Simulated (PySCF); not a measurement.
Compound: C₄H₁₁SSi₂ (doublet state).
Geometry (GFN2-xTB, Å), atoms numbered from 1 in this order:
```
atom  x, y, z in Å
Si1    1.8860    0.8375    0.7310
C2     0.9095    0.0470   -0.7092
C3     0.3402   -1.3386   -0.3845
C4    -0.7494   -1.3224    0.6754
S5    -2.3382   -0.6486    0.0946
C6    -1.8795    1.1179   -0.0419
Si7   -0.4733    1.2128   -1.3149
H8     2.6331    1.9667    0.1789
H9     1.0010    1.3317    1.7906
H10    2.7963   -0.1531    1.3158
H11    1.6210   -0.0821   -1.5320
H12    1.1477   -1.9863   -0.0250
H13   -0.0680   -1.7951   -1.2920
H14   -0.9895   -2.3395    0.9885
H15   -0.4428   -0.7477    1.5507
H16   -2.7833    1.6263   -0.3657
H17   -1.6218    1.4716    0.9546
H18   -0.9979    0.8084   -2.6265
```

The hyperfine couplings belong to this conformer and change with its torsions.

Identity: `[SiH3][C@H]1CCSC[SiH]1` [radical].

Computed, not measured: PySCF, UKS B3LYP, pcH-1 on C H S Si, non-relativistic, mean-field spin-orbit, GIAO. The structure is a single GFN2-xTB conformer in the gas phase; no vibrational or solvent corrections. The geometry wasn't refined by DFT: couplings that depend on bond lengths, twists or pyramidal angles can differ widely from those at the functional's own minimum, by a factor of two or more for some ions and for spin on atoms past the first row. Stability of the SCF solution: not tested.

Question: The isotropic 29Si couplings are -412.6, -7.8 MHz. Assign them to Si1; Si7.

Answer: 
| site | a_iso (MHz) | ρ(0) (bohr⁻³) | position | distance from Si7 (Å) | spin population | largest \|T\| (MHz) |
| --- | --- | --- | --- | --- | --- | --- |
| Si1 | -7.8 | +0.0088 | 2 bonds from Si7 | 3.15 | 0.00 | 0.8 |
| Si7 | -412.6 | +0.4652 | largest spin population | 0.00 | +0.89 | 162.9 |

Question: The isotropic 13C couplings are +35.6, +27.0, +10.9, +3.4 MHz. Assign them to C2; C3; C4; C6.

Answer: 
| site | a_iso (MHz) | ρ(0) (bohr⁻³) | position | distance from Si7 (Å) | spin population | largest \|T\| (MHz) |
| --- | --- | --- | --- | --- | --- | --- |
| C2 | +27.0 | +0.0240 | 1 bond from Si7 | 1.91 | 0.00 | 8.5 |
| C3 | +10.9 | +0.0097 | 2 bonds from Si7 | 2.83 | +0.02 | 6.3 |
| C4 | +3.4 | +0.0030 | 3 bonds from Si7 | 3.23 | 0.00 | 0.6 |
| C6 | +35.6 | +0.0316 | 1 bond from Si7 | 1.90 | 0.00 | 8.0 |

ρ(0) is the spin density at the nucleus and T the dipolar tensor; a_iso includes a spin–orbit part; entries for several nuclei are means. Largest spin populations (Mulliken): Si7 (+0.89) and S5 (+0.08). Si7 is the only atom above +0.15. The angles at Si7 add up to 327.7°, so it is pyramidal.

Nuclei that the bonding pattern makes equivalent are averaged, as if the motion that swaps them (rotation, inversion, ring flip) were fast.
